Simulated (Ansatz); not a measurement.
A structure relaxed at PBE-D4/def2-SVP in Ansatz, charge 0, singlet:

Cartesian coordinates in Å:
```
Sn 0.483 -1.807 1.549
Sn -0.403 1.377 1.299
Sn 1.333 3.068 -0.180
Sn -1.420 -0.925 -0.870
Sn -2.108 -0.753 2.233
Sn 0.941 -2.748 -1.187
Sn 1.651 0.045 -0.737
Sn -0.477 1.744 -2.107
```

Question: Give its formula.

Answer: Sn8.

Question: Summarise the bond lengths by kind (pairs closer than 1.2 times the sum of covalent radii, bridged metal pairs left out).

Answer: 17 × Sn–Sn 2.84 to 3.32 Å.

In the def2 sets Sn takes a core potential; there is no spin–orbit coupling. Another isomer (singlet) lies 0.69 eV lower at PBE0-D4/def2-TZVP; other spin states weren't run for this one.
